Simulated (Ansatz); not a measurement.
Barrier from R1 to the saddle point P1, each structure at its B3LYP-D3(BJ)/def2-TZVP stationary point, reached from a drawn start; harmonic modes at that level show the others as minima.
R1, NH3 (SMILES N) (charge 0, multiplicity 1):
```json
[
 {"atom": "N", "x (Å)": "0.0000", "y (Å)": "0.0000", "z (Å)": "0.2791"},
 {"atom": "H", "x (Å)": "0.0000", "y (Å)": "0.9428", "z (Å)": "-0.0931"},
 {"atom": "H", "x (Å)": "0.8165", "y (Å)": "-0.4714", "z (Å)": "-0.0931"},
 {"atom": "H", "x (Å)": "-0.8165", "y (Å)": "-0.4714", "z (Å)": "-0.0931"}
]
```
P1, H3N, a first-order saddle point (one imaginary mode, 800i cm⁻¹) (charge 0, multiplicity 1):
```xyz
4

N      0.00000     0.00000     0.00000
H      0.99745     0.00000     0.00000
H     -0.49872     0.86381     0.00000
H     -0.49872    -0.86381     0.00000
```

P less R. No zero-point or thermal terms. No path was followed down from the saddle.

Correlated levels freeze the cores.

Run with Ansatz (a quantum-chemistry and plane-wave program) with Gaussian orbitals. All values are computed, each at the level named.

One of these levels gives 4.29 kcal/mol for the barrier height. Which?
A. HF/cc-pVDZ
B. CAM-B3LYP/def2-TZVPP
C. PBE0/def2-TZVPP
D. SCS-MP2/cc-pVTZ

B, CAM-B3LYP/def2-TZVPP. The others give 7.10 (HF/cc-pVDZ), 4.91 (PBE0/def2-TZVPP), 6.13 (SCS-MP2/cc-pVTZ)
